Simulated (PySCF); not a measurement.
**`C[Si@@H]1CC[Si@@H]1[SiH2]P`, C$_{3}$H$_{13}$PSi$_{3}$**

Geometry (Å), atoms numbered from 1 in this order:
```xyz
20

C    -1.654    2.080   -0.291
Si   -1.303    0.390   -1.095
C    -2.075   -1.092   -0.135
C    -0.819   -1.850    0.354
Si    0.611   -0.779   -0.386
Si    2.126   -0.005    1.208
P     3.996    0.835    0.308
H    -1.371    2.084    0.757
H    -1.098    2.870   -0.787
H    -2.708    2.337   -0.348
H    -1.765    0.460   -2.494
H    -2.690   -1.729   -0.768
H    -2.707   -0.792    0.699
H    -0.817   -2.878   -0.002
H    -0.792   -1.905    1.442
H     1.317   -1.557   -1.431
H     2.623   -0.975    2.196
H     1.589    1.119    1.993
H     3.344    1.598   -0.641
H     4.187   -0.201   -0.583
```

Method used: TDDFT PBE0/def2-SVPD circular dichroism and optical rotation, one conformer, gas phase in PySCF 2.14.0. Geometry: GFN2-xTB.

The molecule is flexible and this is one conformer; a measurement averages over conformers. States above about 6.9 eV (minus the energy of the highest occupied orbital) lie near or above the ionisation threshold and depend on the basis.

Problem. Draw the ECD and absorption spectra from the lowest 16 states, each a Gaussian of half-width 0.3 eV at 1/e height.

Solution. 
| E (eV) | λ (nm) | Δε (L mol⁻¹ cm⁻¹) | ε (L mol⁻¹ cm⁻¹) |
| --- | --- | --- | --- |
| 4.56 | 272 | -0.15 | 63.3 |
| 4.66 | 266 | -0.41 | 173 |
| 4.76 | 261 | -0.89 | 382 |
| 4.86 | 255 | -1.49 | 691 |
| 4.96 | 250 | -1.86 | 1060 |
| 5.06 | 245 | -1.44 | 1470 |
| 5.16 | 240 | +0.28 | 2060 |
| 5.26 | 236 | +3.33 | 3080 |
| 5.36 | 231 | +7.08 | 4810 |
| 5.46 | 227 | +10.37 | 7380 |
| 5.56 | 223 | +11.94 | 10700 |
| 5.66 | 219 | +10.81 | 14100 |
| 5.76 | 215 | +6.67 | 16400 |
| 5.86 | 212 | +0.04 | 16700 |
| 5.96 | 208 | -8.18 | 15200 |
| 6.06 | 205 | -17.74 | 13300 |
| 6.16 | 201 | -29.11 | 13000 |
| 6.26 | 198 | -42.08 | 15200 |
| 6.36 | 195 | -55.01 | 18800 |
| 6.46 | 192 | -65.98 | 22300 |
| 6.56 | 189 | -74.00 | 24300 |
| 6.66 | 186 | -78.46 | 24300 |
| 6.76 | 183 | -78.18 | 22500 |
| 6.86 | 181 | -71.77 | 19200 |

Δε uses R in velocity form, ε uses f in length form. Only the states computed contribute, so the short-wavelength end is incomplete.
